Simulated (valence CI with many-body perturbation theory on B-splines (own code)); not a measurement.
Values are calculated unless marked as measured or tabulated.
# A CI+MBPT run for Ir64+

Level of theory: valence CI with perturbative core correlation (CI+MBPT): three valence electrons over a frozen Dirac-Fock core [Ne], radial functions for each j: 11 s, 11 p, 9 d, 7 f, 5 g, 2 h, 1 i, with the one-electron correlation potential Σ1 (screened to all orders), the two-electron term Σ2, the three-electron term Σ3, Breit, model QED; selected single and double excitations, second order for the rest (own B-spline code, finite nucleus).

Command, and the settings that its task file holds:

```sh
python run_cv.py task.json out
```

```
atom Ir  Z=77  mass_number=193  rms_radius_fm=5.4032
core [Ne]
valence 3s2 3p1
avg = 1
basis = L
breit = 1
cap = 40000
capref = 1200
cscale = 1
de = 0.0
dress = 0
eps = 2e-08
h = 0.27
hh = 1
l2 = 3
lcore = 6
maxit = 60
n2 = 5
natural = 1
nlev = 60
nno = [7, 7, 6, 5, 4, 2, 1]
nroot = 26
nsp = [4, 4, 3, 2, 1, 0, 0]
pt2 = 1
qed = 1
rpa = 1
s1 = 1
s2 = 1
s3 = 1
screen = 1
tol = 2e-05
```

It took 78 s on 1 thread of Arm Neoverse V2, with other jobs on the host.

Log. The first blocks belong to the next ion, which gives the ionisation energy. Fields: 2J, parity (1 odd), roots, reference size, generating configurations, candidates as configurations/state functions, variational space P, stored matrix elements, Davidson steps; e2 is the range of second-order energies in hartree. The first line gives the box (bohr), its intervals, the orbitals and the steps of their self-consistent field. Window is the range of levels sought, series limit the energy at which the first omitted orbital would enter, core excitation an estimate of the first excitation out of the core, left out the lowest levels not solved, and shifts from estimates the range by which levels moved from their first estimate, all in cm⁻¹.

```
rmax 1.8 intervals 55 orbitals 81 references ['3s2 3p', '3s2 3d', '3s 3p2', '3s 3p 3d', '3p3'] scf 2 t 0.7
2J=0 par=0 roots 2 ref 20 generators 3 cand 362/362 P 370/370 nnz 0 it 0
2J=0 par=0 roots 2 ref 20 generators 4 cand 12/12 P 381/381 nnz 0 it 0
   second order: generators 5 cand 1/1 e2 -0.00000 -0.00000
reference levels 715, estimated 124, window 12948330 1/cm; series limit 45804780, core excitation 73168569
2J=1 par=1 roots 7 ref 55 generators 8 cand 3581/5471 P 3551/5375 nnz 4e+06 it 4
2J=1 par=1 roots 7 ref 55 generators 10 cand 1741/2650 P 4226/6433 nnz 5.5e+06 it 4
   second order: generators 13 cand 3368/5330 e2 -0.00001 -0.00000
2J=1 par=0 roots 9 ref 58 generators 10 cand 3575/5479 P 4102/6281 nnz 5.3e+06 it 4
2J=1 par=0 roots 9 ref 58 generators 12 cand 1221/1755 P 4647/7142 nnz 6.8e+06 it 4
   second order: generators 17 cand 2942/4635 e2 -0.00001 -0.00000
2J=3 par=1 roots 11 ref 89 generators 12 cand 5431/11398 P 3850/8000 nnz 8.6e+06 it 5
2J=3 par=1 roots 11 ref 89 generators 14 cand 2818/5987 P 5229/11204 nnz 1.6e+07 it 5
   second order: generators 17 cand 4177/9687 e2 -0.00001 -0.00000
2J=3 par=0 roots 13 ref 92 generators 11 cand 5420/11372 P 3788/8000 nnz 8.6e+06 it 4
2J=3 par=0 roots 13 ref 92 generators 15 cand 2891/5961 P 5664/12157 nnz 1.9e+07 it 4
   second order: generators 20 cand 3704/8710 e2 -0.00001 -0.00000
2J=5 par=0 roots 12 ref 94 generators 11 cand 5997/14151 P 3474/7999 nnz 8.8e+06 it 5
2J=5 par=0 roots 12 ref 94 generators 13 cand 3712/8746 P 5751/13859 nnz 2.5e+07 it 7
   second order: generators 20 cand 4275/11872 e2 -0.00001 -0.00000
2J=5 par=1 roots 10 ref 86 generators 10 cand 6047/14135 P 3516/7998 nnz 8.7e+06 it 4
2J=5 par=1 roots 10 ref 86 generators 11 cand 3623/8723 P 5432/13050 nnz 2.2e+07 it 4
   second order: generators 14 cand 4603/12648 e2 -0.00001 -0.00000
2J=7 par=1 roots 5 ref 63 generators 7 cand 5732/13866 P 3419/7999 nnz 9e+06 it 4
2J=7 par=1 roots 5 ref 63 generators 8 cand 3395/8428 P 4692/11345 nnz 1.8e+07 it 5
   second order: generators 9 cand 3604/10277 e2 -0.00002 -0.00001
2J=9 par=1 roots 2 ref 33 generators 3 cand 4748/11404 P 2693/6033 nnz 5.3e+06 it 4
2J=9 par=1 roots 2 ref 33 generators 4 cand 3184/7904 P 3541/8192 nnz 9.6e+06 it 4
   second order: generators 5 cand 2336/5745 e2 -0.00002 -0.00001
2J=7 par=0 roots 6 ref 67 generators 6 cand 5668/13818 P 3273/8000 nnz 9.4e+06 it 4
2J=7 par=0 roots 6 ref 67 generators 8 cand 3551/8385 P 4871/12120 nnz 2.1e+07 it 4
   second order: generators 13 cand 4803/13924 e2 -0.00001 -0.00001
2J=9 par=0 roots 3 ref 41 generators 4 cand 4674/11417 P 2892/6772 nnz 7.7e+06 it 5
2J=9 par=0 roots 3 ref 41 generators 4 cand 3025/7185 P 3714/8811 nnz 1.2e+07 it 3
   second order: generators 7 cand 3647/10178 e2 -0.00002 -0.00001
left out: unestimated 18859171, estimated 13760100, shifts from estimates -12 to 42
operators 0.7
```

The Davidson iterations converged.

The last digits are not significant, and no measured levels were compared; by estimate large intervals hold to a few tenths of a per cent, small ones and those within an open d or f shell to about a per cent.

```yaml
Valence_energy: -844.8541 hartree
Ionisation_energy: "7422.5 eV (NIST: 7421 ± 24 eV (theoretical))"
Reference_configurations_for_the_orbitals: 3s2 3p, 3s2 3d, 3s 3p2, 3s 3p 3d, 3p3
Radial_orbitals: 81
Box_radius: 1.763 bohr
Largest_variational_space: 13859
Lowest_levels: (3s^2 3p1/2) J=1/2 0.00, (3s 3p1/2^2) J=1/2 178.83, (3s^2 3p3/2) J=3/2 439.75, (3s 3p1/2 3p3/2) J=3/2 [a] 586.31, (3s 3p1/2 3p3/2) J=5/2 605.58, (3s 3p1/2 3p3/2) J=3/2 [b] 627.22, (3s 3p1/2 3p3/2) J=1/2 638.11, (3s^2 3d3/2) J=3/2 686.26, (3s^2 3d5/2) J=5/2 775.27, (3s 3p1/2 3d3/2) J=3/2 [a] 801.37, (3s 3p1/2 3d3/2) J=3/2 [b] 815.00, (3s 3p1/2 3d3/2) J=5/2 827.07, (3s 3p1/2 3d3/2) J=1/2 855.15, (3s 3p1/2 3d3/2) J=3/2 [c] 862.96 eV
```

Levels are named by their leading jj configuration (3d3/2^4 stands for four electrons in 3d with j = 3/2), which in mixed levels can hold well under half, so a name can repeat and another be missing. Letters in brackets count levels of one name in rising energy.
